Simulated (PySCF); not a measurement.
Job file and geometry (Å, from GFN2-xTB) of a spin–spin coupling run on `BOB(C#C)OB`, C2H5B3O2, B3LYP/pcJ-1 indirect spin-spin coupling, non-relativistic, gas phase in PySCF 2.14.0, density-fitted response routines; density fitting, a coarse starting grid and PySCF grid level 2 are the driver's defaults:

```
$ OMP_NUM_THREADS=1 python probes_run.py task.json out

{"job": {"kind": "j", "xc": "B3LYP", "basis": "pcJ-1"}, "charge": 0, "multiplicity": 1}
B     -1.446479    -2.073026     0.119111
O     -0.792025    -0.951841     0.132956
B     -0.094842     0.180373     0.140294
C     -0.834586     1.533856     0.146048
C     -1.414499     2.586117     0.154236
O      1.234524     0.151309     0.142651
B      2.531142     0.087785     0.165565
H     -1.750001    -2.585502     1.140213
H     -1.740997    -2.565397    -0.914474
H     -1.921400     3.507968     0.160870
H      3.132610     0.062652    -0.851783
H      3.097752     0.065019     1.203007
```

**Question.** What does the program print?

**Answer.** 
```
coarse grid: 10704 points
cycle   1  E = -304.1097164153  dE =  9.689e-01  |g| = 9.360e-01  |ddm| = 3.041e+00
cycle   2  E = -303.8422105087  dE =  2.675e-01  |g| = 1.530e+00  |ddm| = 1.488e+00
cycle   3  E = -304.2520349086  dE = -4.098e-01  |g| = 1.994e-01  |ddm| = 1.079e+00
cycle   4  E = -304.2591096845  dE = -7.075e-03  |g| = 1.069e-01  |ddm| = 1.928e-01
cycle   5  E = -304.2614053526  dE = -2.296e-03  |g| = 4.848e-02  |ddm| = 8.501e-02
cycle   6  E = -304.2619678573  dE = -5.625e-04  |g| = 2.682e-03  |ddm| = 3.007e-02
cycle   7  E = -304.2619696181  dE = -1.761e-06  |g| = 4.448e-04  |ddm| = 2.618e-03
final grid: 105320 points
cycle   8  E = -304.3359998188  dE = -1.751e-04  |g| = 4.852e-03  |ddm| = 2.104e-02
cycle   9  E = -304.3359977261  dE =  2.093e-06  |g| = 5.655e-03  |ddm| = 5.580e-03
cycle  10  E = -304.3360031847  dE = -5.459e-06  |g| = 1.309e-03  |ddm| = 3.727e-03
cycle  11  E = -304.3360034319  dE = -2.472e-07  |g| = 5.714e-04  |ddm| = 1.233e-03
cycle  12  E = -304.3360034976  dE = -6.571e-08  |g| = 2.519e-04  |ddm| = 4.698e-04
cycle  13  E = -304.3360035123  dE = -1.464e-08  |g| = 4.122e-05  |ddm| = 1.634e-04
cycle  14  E = -304.3360035127  dE = -4.482e-10  |g| = 9.264e-06  |ddm| = 4.024e-05
converged SCF energy = -304.3360035127

Indirect spin-spin couplings (Hz)
  i      j    bonds     total        FC       PSO       DSO        SD
  0 B    1 O    1    -32.031   -38.094     6.466    -0.104    -0.298
  0 B    2 B    2      9.479     9.492     0.216    -0.338     0.108
  0 B    3 C    3      0.804     0.818     0.085    -0.082    -0.016
  0 B    5 O    3     -0.031    -0.088    -0.022     0.060     0.018
  0 B    7 H    1    147.678   147.698    -1.266     0.727     0.520
  0 B    8 H    1    147.636   147.655    -1.267     0.727     0.520
  0 B   10 H    5     -0.189    -0.161     0.217    -0.248     0.003
  0 B   11 H    5     -0.192    -0.163     0.217    -0.248     0.003
  1 O    2 B    1    -47.978   -51.586     4.236    -0.195    -0.432
  1 O    3 C    2    -11.505   -11.555     0.067    -0.018         -
  1 O    4 C    3     -1.997    -1.800    -0.230     0.033         -
  1 O    6 B    3     -0.028    -0.085    -0.022     0.060     0.018
  1 O    7 H    2     -6.475    -7.396     0.782     0.139         -
  1 O    8 H    2     -6.375    -7.295     0.781     0.139         -
  1 O    9 H    4      0.504     0.486    -0.124     0.141         -
  2 B    3 C    1    134.894   135.790    -1.545     0.370     0.279
  2 B    4 C    2     26.341    24.256     1.622    -0.108     0.571
  2 B    5 O    1    -48.050   -51.655     4.232    -0.195    -0.432
  2 B    6 B    2      9.481     9.494     0.217    -0.338     0.108
  2 B    7 H    3      0.781     0.736     0.482    -0.475     0.037
  2 B    8 H    3      0.723     0.679     0.478    -0.471     0.037
  2 B    9 H    3      4.727     4.441     0.653    -0.454     0.087
  2 B   10 H    3      0.828     0.783     0.487    -0.478     0.037
  2 B   11 H    3      0.680     0.636     0.474    -0.467     0.037
  3 C    4 C    1    170.152   163.759     6.320     0.073         -
  3 C    5 O    2    -11.548   -11.603     0.072    -0.017         -
  3 C    6 B    3      0.815     0.828     0.085    -0.082    -0.016
  3 C    7 H    4     -0.926    -0.931     0.148    -0.143         -
  3 C    8 H    4     -0.934    -0.939     0.147    -0.141         -
  3 C    9 H    2     47.003    42.412     5.826    -1.235         -
  3 C   10 H    4     -0.920    -0.925     0.150    -0.145         -
  3 C   11 H    4     -0.936    -0.941     0.145    -0.140         -
  4 C    5 O    3     -2.029    -1.819    -0.243     0.033         -
  4 C    7 H    5      0.179     0.182     0.172    -0.175         -
  4 C    8 H    5      0.179     0.182     0.172    -0.175         -
  4 C    9 H    1    257.062   258.187    -1.492     0.366         -
  4 C   10 H    5      0.180     0.181     0.176    -0.178         -
  4 C   11 H    5      0.178     0.181     0.172    -0.175         -
  5 O    6 B    1    -31.995   -38.059     6.465    -0.104    -0.297
  5 O    9 H    4      0.489     0.474    -0.126     0.141         -
  5 O   10 H    2     -6.597    -7.518     0.783     0.138         -
  5 O   11 H    2     -6.273    -7.191     0.780     0.139         -
  6 B    7 H    5     -0.190    -0.161     0.216    -0.247     0.003
  6 B    8 H    5     -0.191    -0.163     0.218    -0.249     0.003
  6 B   10 H    1    147.717   147.736    -1.265     0.726     0.520
  6 B   11 H    1    147.677   147.698    -1.267     0.727     0.519
  7 H    8 H    2     17.575    17.598     2.047    -2.070         -
  7 H    9 H    6     -0.333    -0.254     0.600    -0.678         -
  7 H   10 H    6      0.330     0.410     0.611    -0.691         -
  7 H   11 H    6      0.388     0.454     0.334    -0.400         -
  8 H    9 H    6     -0.334    -0.256     0.600    -0.678         -
  8 H   10 H    6      0.382     0.448     0.339    -0.405         -
  8 H   11 H    6      0.335     0.415     0.616    -0.696         -
  9 H   10 H    6     -0.332    -0.254     0.605    -0.682         -
  9 H   11 H    6     -0.333    -0.255     0.598    -0.676         -
 10 H   11 H    2     17.597    17.621     2.048    -2.071         -
```

Size and cost of the density-fitted run: 239 basis functions, 61 s wall time on 1 thread of an Arm Neoverse N1, shared host; peak memory 0.94 GiB.
